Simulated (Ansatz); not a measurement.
`[O]=[Nb]([OH])([Cl])[Cl]` + H₂O → `[O]=[Nb]([OH])([OH])[Cl]` + HCl at 500 K and 1 bar (formal hydrolysis of the Nb–Cl bond).

Computed with Ansatz on PBE0-D4/def2-TZVP structures; ΔE is electronic, products minus reactants. CBS: MP2 limit from def2 TZ/QZ plus the TZ coupled-cluster correction, frozen cores. This one scheme is used for every species. def2 core potentials past Kr. For Nb outer-core shells are correlated without core-valence functions, which leaves a few kJ/mol of doubt a bond. Each species was taken in one conformer, which may not be the lowest.

| species | CCSD(T)/CBS energy (Eh) | H − E (kJ/mol) | S (J/(mol·K)) |
| --- | --- | --- | --- |
| `[O]=[Nb]([OH])([Cl])[Cl]` | -1127.66427 | 92.9 | 414.6 |
| H₂O | -76.37941 | 73.2 | 206.3 |
| `[O]=[Nb]([OH])([OH])[Cl]` | -743.65199 | 126.8 | 416.1 |
| HCl | -460.38127 | 32.5 | 201.9 |

H − E and S are ideal-gas, rigid-rotor, harmonic terms from PBE0-D4/def2-TZVP, for one conformer and one mirror image of each species. 1 Eh = 2625.50 kJ/mol, R = 8.31446 J/(mol·K).

By hand: ΔE, ΔH, ΔS and ΔG.

ΔE = (-743.65199) + (-460.38127) − (-1127.66427) − (-76.37941) = 0.01042 Eh = 27.4 kJ/mol. Δ(H − E) = 126.8 + 32.5 − 92.9 − 73.2 = -6.8, so ΔH = 20.6 kJ/mol. ΔS = 416.1 + 201.9 − 414.6 − 206.3 = -2.9 J/(mol·K). ΔG = 20.6 − 500 × (-2.9)/1000 = 22.1 kJ/mol.

By hand: the equilibrium constant, and the temperature at which ΔG would vanish if ΔH and ΔS stayed fixed.

log₁₀ K = −ΔG/(RT ln 10) = -2.3. ΔH and −TΔS have one sign here, so there is no such temperature.

The number of gas molecules stays the same, so ΔS is small and ΔH decides. A doubt of 5 kJ/mol in ΔE shifts log₁₀ K by 0.5 here. Other conformers and mirror images would add mixing entropy, several J/(mol·K) or more a flexible species. These are equilibria of isolated gas molecules and say nothing of rates. Largest T1 diagnostic: 0.022 (customary marks: 0.02 for closed shells, 0.045 for open ones).

ΔS is within the doubt of such terms, so its sign, and with it that verdict, could turn.
